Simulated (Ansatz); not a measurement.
Consider the homolysis of the Si–Si bond: `O[SiH2][SiH](O)[SiH3]` → `[SiH3]`• + `O[SiH][SiH2]O`•.

Computed with Ansatz on PBE0-D4/def2-TZVP structures; ΔE is electronic, products minus reactants. CCSD(T)/CBS is the MP2 limit (def2-TZVPP, def2-QZVPP) plus CCSD(T) − MP2 in def2-TZVPP, frozen cores. This one scheme is used for every species. Functionals use def2-TZVPP. B3LYP here is the variant with VWN-RPA as its local correlation; programs differ in this. Open shells (•) are unrestricted, without spin–orbit coupling. One conformer a species, not always the lowest.

CCSD(T)/CBS gives +77.5 kcal/mol.

(1) Another level gave +69.4 kcal/mol. Which?
A. PBE0/def2-TZVPP
B. B3LYP/def2-TZVPP
C. PBE/def2-TZVPP
D. PBE0-D4/def2-TZVPP

Largest T1 diagnostic among the species: 0.015.

## Answers

(1) B. B3LYP 69.4, PBE 70.9, PBE0-D4 74.2, PBE0 72.2 kcal/mol.

From PBE to PBE0 (25 % exact exchange), in def2-TZVPP and without D4, ΔE moves by +1.2 kcal/mol. In def2-TZVPP, CCSD(T) changes the Hartree–Fock value by +20.3 kcal/mol (the triples alone add +1.5 kcal/mol) and MP2 by +20.9 kcal/mol; breaking electron pairs costs correlation energy, which Hartree–Fock lacks. The D4 term adds +3.6 kcal/mol with B3LYP and +2.0 kcal/mol with PBE0; it sums over pairs of atoms, weighted by their polarisabilities, and B3LYP, whose exchange is more repulsive, gets the larger term.
